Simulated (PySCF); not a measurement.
The scaffold vinyl-X carries different groups X. Gas-phase values, no solvent. One relaxed conformer stands for each flexible species; it need not be the lowest. Strings in code marks are SMILES.

The numbers are results of TPSSh-D3(BJ)/def2-TZVP // B3LYP-D3(BJ)/def2-TZVP in PySCF, not measurements. Delta-SCF ions had no search for a lower state. 

A: X = cyanomethyl
B: X = amino
C: X = selanyl (`C=C[SeH]` (C–C–Se–H torsion 0°))
D: X = methylamino (`C=CNC` (C–C–N–C torsion 151°))

### Question
A design calls for the lowest HOMO–LUMO gap in this set. Which member fits?

### Answer
C (5.37 eV); next is D (5.65 eV).
